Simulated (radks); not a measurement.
Task: All-electron atom: the praseodymium ion Pr37+ in [Ne] 3s2 3p5.75 3d4 4f0.25 (fractional occupations, a model configuration). All-electron calculation, scalar-relativistic Kohn-Sham, revPBE, spin-polarised, spherical densities, finite nucleus; open shells are filled with parallel spins first (spin-orbit coupling, left out, can overturn this in heavy ions); Fermi nuclear charge, rms radius 4.8919 fm. Program: a radial shooting solver on a logarithmic mesh with Libxc functionals. Some entries of the table are withheld. Estimate them.

orbital  occ.  eigenvalue (eV)  <r> (bohr)
1s up       1        -43715.54     0.02409
1s down     1        -43714.84     0.02409
2s up       1        -8585.271      0.1024
2s down     1        -8569.072      0.1023
2p up       3        -7887.681     0.08993
2p down     3        -7875.127     0.08979
3s up       1        -3070.259      0.2568
3s down     1        -3050.946      0.2575
3p up       3        -2851.662      0.2515
3p down  2.75        -2831.638      0.2523
3d up       4        -2582.058      0.2243
3d down     0        -2557.523      0.2251
4s up       0        -1540.531         (1)
4s down     0        -1533.082         (2)
4p up       0        -1453.786      0.5037
4p down     0        -1446.141      0.5047
4f up    0.25        -1252.139         (3)
4f down     0        -1242.392         (4)

Result: 
(1) 4s up <r> (bohr): 0.4995
(2) 4s down <r> (bohr): 0.5004
(3) 4f up <r> (bohr): 0.4429
(4) 4f down <r> (bohr): 0.4458
